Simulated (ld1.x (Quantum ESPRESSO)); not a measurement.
## Before and after: TM potential for Ti

ld1.x (Quantum ESPRESSO) 7.5 input, shortened:

```
&input
   title='Ti', zed=22., rel=0, dft='PBE', iswitch=3,
   config='[Ar] 3d2 4s0.5 4p0'
 /
 &inputp
   pseudotype=2, tm=.true., lloc=-2, rcloc=1.80,
   nlcc=.false.
 /
3
4S  1  0   0.50   0.00  2.00  2.00  0.0
4P  2  1   0.00   0.00  2.35  2.35  0.0
3D  3  2   2.00   0.00  2.05  2.05  0.0
 &test
   configts(1)='3d2 4s0.5 4p0'
 /
```

Change: local potential all-electron potential smoothed inside 0.90 bohr (lloc = -2).

Cutoffs: the cutoffs (Ry, on a coarse ladder) from which the occupation-weighted sum of valence levels, in a spherical-Bessel basis at the reference potential, stays within 10 and 1 mRy of its value at 400 Ry; they do not see the model core or the augmentation charge, which bear on the density cutoff. Errors are all-electron minus pseudo energies relative to the spin-unpolarised reference configuration.

Question: What does the change do?

Answer: The potential gets neither clearly harder nor softer (50 Ry and 60 Ry → 50 Ry and 60 Ry); the bound ghosts move from s to p, s; of the 7 tests that both files solve, the error grows in 0 and shrinks in 3 by more than 15 % and 0.3 meV (median size 103.0 → 69.0 meV); the range in which the s phases agree widens (upper end -0.8 → 1.0); the range in which the p phases agree widens (upper end -0.3 → 3.5). In the separable form a ghost depends on how the local part lies against the semilocal potential of the channel, so the choice of the local part can create or remove one.

| quantity | base | changed |
| --- | --- | --- |
| cutoff, loose | 50 Ry | 50 Ry |
| cutoff, tight | 60 Ry | 60 Ry |
| loose cutoff by channel (10 mRy a level) | s 15 Ry, d 50 Ry | s 18 Ry, d 50 Ry |
| bound ghosts | s | s, p |
| error for 3d2 4s2 4p0, meV [ΔE -13.21 eV] | +200 | +166 |
| error for 3d2 4s1 4p0, meV [ΔE -5.92 eV] | +43 | +38 |
| error for 3d2 4s0 4p0, meV [ΔE 7.55 eV] | +69 | +69 |
| error for 3d2 4s1.5 4p0, meV [ΔE -10.30 eV] | +122 | +104 |
| error for 3d2 4s0 4p1, meV [ΔE -2.22 eV] | +19 | +18 |
| error for 3d3 4s1 4p0, meV [ΔE -12.26 eV] | +103 | +56 |
| error for 3d1 4s2 4p1, meV [ΔE -8.35 eV] | +494 | +339 |
| s: phases at 2.56 bohr within 0.05 rad from the reference energy up to (Ry; the scan ends near 5) | -0.8 | 1.0 |
| p: phases at 2.56 bohr within 0.05 rad from the reference energy up to (Ry; the scan ends near 5) | -0.3 | 3.5 |
| d: phases at 2.56 bohr within 0.05 rad from the reference energy up to (Ry; the scan ends near 5) | 0.4 | 0.6 |

 A true bound ghost makes a file unfit for plane-wave use even where its test errors are small: the radial tests pick states by their node count and pass the ghost by.
